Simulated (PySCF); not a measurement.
Job file and geometry (Å, from PBE0-D3(BJ)/def2-SVP) of an NMR shielding run on `[O]=[Tc-](=[O])(=[O])=[O]`, [O4Tc]-, GIAO B3LYP/pcSseg-1 Tc:def2-TZVP NMR shielding, core potentials past Kr, else non-relativistic, gas phase (PySCF 2.14.0, density-fitted response routines); density fitting, a coarse starting grid and PySCF grid level 2 are the driver's defaults:

```
{"job": {"kind": "nmr", "xc": "B3LYP", "basis": {"default": "pcSseg-1", "Tc": "def2-TZVP"}, "pop": false}, "charge": -1, "multiplicity": 1}
Tc    -0.000462     0.000006     0.000037
O      0.019043    -0.014876     1.698489
O      1.594528     0.008234    -0.582616
O     -0.809300     1.390607    -0.545792
O     -0.803810    -1.383970    -0.570107
```

Problem. Write the output of this run.

Solution. 
```
coarse grid: 28896 points
cycle   1  E = -381.2702370806  dE = -6.704e+00  |g| = 1.965e+00  |ddm| = 4.145e+00
cycle   2  E = -376.7643013122  dE =  4.506e+00  |g| = 5.371e+00  |ddm| = 3.333e+00
cycle   3  E = -381.8125493104  dE = -5.048e+00  |g| = 7.085e-01  |ddm| = 2.808e+00
cycle   4  E = -381.9023586632  dE = -8.981e-02  |g| = 2.026e-01  |ddm| = 6.047e-01
cycle   5  E = -381.9101161279  dE = -7.757e-03  |g| = 2.245e-02  |ddm| = 1.149e-01
cycle   6  E = -381.9100674878  dE =  4.864e-05  |g| = 2.703e-02  |ddm| = 2.261e-02
cycle   7  E = -381.9102057572  dE = -1.383e-04  |g| = 3.322e-03  |ddm| = 1.357e-02
cycle   8  E = -381.9102076159  dE = -1.859e-06  |g| = 1.953e-04  |ddm| = 1.341e-03
final grid: 59056 points
cycle   9  E = -381.9100938248  dE =  1.502e-08  |g| = 6.064e-04  |ddm| = 6.643e-04
cycle  10  E = -381.9100929226  dE =  9.022e-07  |g| = 2.255e-03  |ddm| = 1.419e-03
cycle  11  E = -381.9100938954  dE = -9.728e-07  |g| = 3.545e-05  |ddm| = 1.118e-03
cycle  12  E = -381.9100938953  dE =  1.310e-10  |g| = 4.580e-05  |ddm| = 3.622e-05
cycle  13  E = -381.9100938956  dE = -3.612e-10  |g| = 5.430e-06  |ddm| = 2.067e-05
converged SCF energy = -381.9100938956

GIAO shielding tensors (ppm)
atom      isotropic    diamagn.    paramagn.     s11        s22        s33       span
  0 Tc         nan         nan         nan        nan        nan        nan        nan
  1 O     -485.023     404.822    -889.845   -502.543   -501.865   -450.663     51.880
  2 O     -484.617     404.819    -889.436   -501.769   -501.648   -450.433     51.336
  3 O     -485.119     404.823    -889.942   -502.863   -501.843   -450.651     52.212
  4 O     -485.085     404.823    -889.908   -502.804   -501.852   -450.598     52.206
```

Problem. Turn these shieldings into chemical shifts. Shifts are taken against calculated references (same method and geometry level): H2O for $^{17}$O (334.04 ppm).

Solution. Averaging equivalent atoms: O 1/2/3/4: 819.0 ppm. No reference was computed at this level for Tc. Unscaled 17O shifts of doubly bonded oxygen tend to come out too high, by tens of ppm or more. Experimental scales use liquid or dissolved standards, which lie at an offset from isolated H2O (liquid H2O: subtract about 36 ppm).

Tc is described by an effective core potential, so it has no shielding of its own here; spin–orbit effects on the atoms bonded to it, which can be large, are absent, and the values of these neighbours are rough.

Size and cost of the density-fitted run: 108 basis functions, 4.6 s wall time on 1 thread of an x86-64 server CPU, shared host.
